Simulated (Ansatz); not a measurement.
Results of the Gaussian-basis code of Ansatz.

A structure relaxed at PBE0-D4/def2-TZVP, charge 0, multiplicity 1:

```xyz
10

N     1.286    0.695    0.803
B     1.174   -0.388   -0.080
Cl    2.681   -1.229   -0.539
O     0.024   -0.853   -0.616
Ge   -1.638   -0.222   -0.497
H     0.500    1.212    1.156
H     2.174    0.983    1.174
H    -2.547   -1.449   -0.591
H    -1.850    0.751   -1.664
H    -1.804    0.500    0.854
```

(1) Give its formula and SMILES.

(2) Summarise the bond lengths by kind.

Results:

(1) BClGeH5NO, `NB(Cl)[O][GeH3]`.

(2) 1 × B–N 1.402 Å; 2 × H–N 1.004 to 1.005 Å; 1 × B–Cl 1.786 Å; 1 × B–O 1.351 Å; 1 × Ge–O 1.782 Å; 3 × Ge–H 1.530 to 1.541 Å.
